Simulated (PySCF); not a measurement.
C$_{3}$H$_{9}$Ge (SMILES C[CH][CH2][GeH3]), doublet, at a GFN2-xTB geometry. Base run: DF-M06/pcseg-1 (PySCF).

The PySCF input:
```python
from pyscf import gto, scf, dft

mol = gto.Mole()
mol.atom = '''
    C     2.341588    1.088337   -0.232543
    C     1.813086   -0.212453    0.235146
    C     0.571285   -0.283754    0.990091
    Ge   -1.074531   -0.176960   -0.196416
    H     3.391747    1.010313   -0.507028
    H     2.229698    1.853583    0.536823
    H     1.794974    1.444493   -1.117907
    H     2.222002   -1.116305   -0.184952
    H     0.485135   -1.220316    1.542918
    H     0.477787    0.549384    1.690090
    H    -1.128612   -1.309313   -1.176367
    H    -1.069103    1.077905   -1.016006
    H    -2.374402   -0.179787    0.561568
'''
mol.basis = 'pcseg-1'
mol.charge = 0
mol.spin = 1
mol.verbose = 4
mol.build()

mf = dft.UKS(mol)
mf.xc = 'm06'
mf = mf.density_fit(auxbasis='def2-universal-jkfit')
mf.kernel()
```

Variants of this job, named by their change:

```csv
change,ΔE vs base (mEh),grid points,electrons on the grid,outcome
base,0.000,151272,58.99999,converged
grids.level = 0,-84.062,11288,58.99212,converged
"grids.atom_grid = (50, 194)",-2.132,85696,59.00016,converged
grids.prune = dft.gen_grid.sg1_prune,-,-,-,input refused
grids.prune = off,0.000,242912,58.99999,converged
grids.level = 1,1.207,45208,59.00003,converged
grids.level = 7,0.018,797888,59.00000,converged
"grids.atom_grid = (30, 110)",-123.5,32040,59.00066,converged
"grids.atom_grid = (99, 590)",0.030,421520,59.00000,converged
"grids.atom_grid = (75, 302)",-0.127,188936,58.99997,converged
grids.level = 2,-0.167,95016,58.99999,converged
```

Open shells are given as the SCF converged; they aren't shown to be the lowest states, and a large step between rows can be another state.

- grids.prune = dft.gen_grid.sg1_prune: ended with `IndexError: index 32 is out of bounds for axis 0 with size 19`
